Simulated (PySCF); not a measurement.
Job file and geometry (Å, from PBE0-D3(BJ)/def2-SVP) of a spin–spin coupling run on SMILES [AsH3+][GaH2-][CH]1CC1, C3H10AsGa, B3LYP/pcJ-1 As:pcSseg-1 Ga:pcSseg-1 indirect spin-spin coupling, non-relativistic, gas phase in PySCF; density fitting, a coarse starting grid and PySCF grid level 2 are the driver's defaults:

```
{"job": {"kind": "j", "xc": "B3LYP", "basis": "pcJ-1"}, "charge": 0, "multiplicity": 1}
As     2.350920     0.134193     0.609305
Ga     0.517944     0.938704    -1.143074
C     -0.753801    -0.484318    -0.646017
C     -1.348601    -0.534863     0.744321
C     -2.206423    -0.136264    -0.409957
H      3.687884     0.797880     0.863387
H      2.871607    -1.283124     0.518831
H      1.908410     0.069155     2.053439
H      1.387937     0.833917    -2.454002
H      0.249262     2.348557    -0.476084
H     -0.597365    -1.466693    -1.107246
H     -1.523312    -1.515992     1.197311
H     -1.066214     0.238730     1.467694
H     -2.967225    -0.843988    -0.753036
H     -2.515001     0.911563    -0.486949
```

Q: Write the output of this run.

A: 
```
coarse grid: 55008 points
cycle   1  E = -4280.5589869782  dE = -1.073e+00  |g| = 1.298e+00  |ddm| = 3.250e+00
cycle   2  E = -4280.4547975260  dE =  1.042e-01  |g| = 1.447e+00  |ddm| = 1.387e+00
cycle   3  E = -4280.6793525158  dE = -2.246e-01  |g| = 1.992e-01  |ddm| = 9.948e-01
cycle   4  E = -4280.6863906384  dE = -7.038e-03  |g| = 6.265e-02  |ddm| = 1.992e-01
cycle   5  E = -4280.6871086344  dE = -7.180e-04  |g| = 1.467e-02  |ddm| = 5.965e-02
cycle   6  E = -4280.6871571746  dE = -4.854e-05  |g| = 3.350e-03  |ddm| = 1.684e-02
cycle   7  E = -4280.6871589406  dE = -1.766e-06  |g| = 7.740e-04  |ddm| = 3.118e-03
final grid: 113712 points
cycle   8  E = -4280.6870249563  dE = -2.237e-08  |g| = 1.001e-03  |ddm| = 2.461e-03
cycle   9  E = -4280.6870248226  dE =  1.337e-07  |g| = 1.345e-03  |ddm| = 1.972e-03
cycle  10  E = -4280.6870251648  dE = -3.422e-07  |g| = 9.118e-05  |ddm| = 1.030e-03
cycle  11  E = -4280.6870251671  dE = -2.287e-09  |g| = 2.398e-05  |ddm| = 1.243e-04
cycle  12  E = -4280.6870251672  dE = -1.210e-10  |g| = 3.392e-06  |ddm| = 2.014e-05
converged SCF energy = -4280.6870251672

Indirect spin-spin couplings (Hz)
  i      j    bonds     total        FC       PSO       DSO        SD
  2 C    3 C    1     10.144    10.772    -0.902     0.274         -
  2 C    4 C    1      9.917    10.601    -0.951     0.266         -
  2 C    5 H    3      9.047     9.590     0.135    -0.678         -
  2 C    6 H    3     -0.566    -0.540    -0.052     0.025         -
  2 C    7 H    3     -0.712    -0.699    -0.036     0.022         -
  2 C    8 H    2     20.103    20.793    -0.037    -0.654         -
  2 C    9 H    2     13.178    13.707     0.002    -0.531         -
  2 C   10 H    1    157.264   154.865     1.018     1.381         -
  2 C   11 H    2     -2.071    -2.419     0.434    -0.085         -
  2 C   12 H    2      0.840     0.367     0.473     0.001         -
  2 C   13 H    2     -2.290    -2.606     0.425    -0.108         -
  2 C   14 H    2      0.945     0.540     0.448    -0.044         -
  3 C    4 C    1     17.308    18.202    -1.102     0.208         -
  3 C    5 H    4      0.708     1.088     0.132    -0.512         -
  3 C    7 H    4      0.331     0.157    -0.157     0.332         -
  3 C    8 H    3      4.293     4.752     0.204    -0.663         -
  3 C    9 H    3      0.238     0.206     0.045    -0.012         -
  3 C   10 H    2     -1.975    -2.274     0.383    -0.084         -
  3 C   11 H    1    167.129   165.383     0.826     0.920         -
  3 C   12 H    1    167.477   165.666     0.794     1.016         -
  3 C   13 H    2     -1.569    -1.712     0.411    -0.268         -
  3 C   14 H    2     -1.880    -2.073     0.410    -0.217         -
  4 C    5 H    4      2.106     2.414     0.169    -0.477         -
  4 C    6 H    4     -0.209    -0.087     0.138    -0.260         -
  4 C    8 H    3     -0.430    -0.059     0.153    -0.524         -
  4 C    9 H    3      1.479     1.449     0.043    -0.013         -
  4 C   10 H    2     -2.435    -2.709     0.377    -0.104         -
  4 C   11 H    2     -1.645    -1.790     0.410    -0.264         -
  4 C   12 H    2     -1.954    -2.168     0.413    -0.199         -
  4 C   13 H    1    168.272   166.616     0.786     0.870         -
  4 C   14 H    1    170.203   168.536     0.731     0.937         -
  5 H    6 H    2     -8.948    -7.698     0.934    -2.184         -
  5 H    7 H    2     -8.935    -7.687     0.912    -2.159         -
  5 H    8 H    3     -1.701    -1.006     0.281    -0.976         -
  5 H    9 H    3     -1.774    -1.081     0.261    -0.955         -
  5 H   10 H    4     -2.153    -0.541     0.731    -2.343         -
  5 H   11 H    5     -1.247    -0.073     0.662    -1.836         -
  5 H   12 H    5     -1.392    -0.014     0.361    -1.739         -
  5 H   13 H    5      0.971     1.817     0.764    -1.610         -
  5 H   14 H    5     -1.125    -0.143     0.552    -1.534         -
  6 H    7 H    2     -9.640    -8.405     0.877    -2.113         -
  6 H    8 H    3     -1.845    -1.290     0.217    -0.772         -
  6 H    9 H    3     13.287    15.731     0.930    -3.374         -
  6 H   10 H    4      0.318    -0.043    -0.357     0.717         -
  6 H   11 H    5      0.188     0.110    -0.030     0.108         -
  6 H   12 H    5     -0.605     0.035     0.212    -0.852         -
  6 H   13 H    5     -0.242    -0.031     0.559    -0.770         -
  6 H   14 H    5     -0.574     0.077     0.682    -1.332         -
  7 H    8 H    3     10.909    13.348     0.928    -3.367         -
  7 H    9 H    3     -1.175    -0.896     0.082    -0.361         -
  7 H   10 H    4     -0.274     0.058     0.382    -0.714         -
  7 H   11 H    5      0.607     0.017    -0.200     0.790         -
  7 H   12 H    5      1.301     0.090    -1.221     2.432         -
  8 H    9 H    2     25.660    29.517     1.075    -4.931         -
  8 H   10 H    3     -1.073    -0.621     0.079    -0.532         -
  8 H   11 H    4      0.795     1.761     0.948    -1.915         -
  8 H   12 H    4     -0.828     1.088     0.822    -2.738         -
  8 H   13 H    4     -0.347     0.342     0.753    -1.442         -
  8 H   14 H    4     -0.249     1.166     0.527    -1.942         -
  9 H   10 H    3      4.839     6.809     1.436    -3.406         -
  9 H   11 H    4     -0.358    -0.088     1.041    -1.310         -
  9 H   12 H    4      0.705     0.021    -0.775     1.459         -
  9 H   13 H    4     -0.396    -0.148     1.023    -1.271         -
  9 H   14 H    4      0.692     0.042    -0.788     1.438         -
 10 H   11 H    3     11.202    10.746     0.095     0.360         -
 10 H   12 H    3      8.405     7.959     2.621    -2.175         -
 10 H   13 H    3     11.651    11.249     0.100     0.302         -
 10 H   14 H    3      8.173     7.808     2.644    -2.279         -
 11 H   12 H    2     -3.091    -3.756     2.977    -2.312         -
 11 H   13 H    3      9.582     9.433     0.313    -0.163         -
 11 H   14 H    3      5.317     5.104     2.651    -2.437         -
 12 H   13 H    3      5.488     5.247     2.636    -2.396         -
 12 H   14 H    3      9.300     8.880     0.226     0.194         -
 13 H   14 H    2     -3.770    -4.277     3.057    -2.551         -
```

Size and cost of the density-fitted run: 263 basis functions, 67 s wall time on 1 thread of an x86-64 server CPU, shared host.
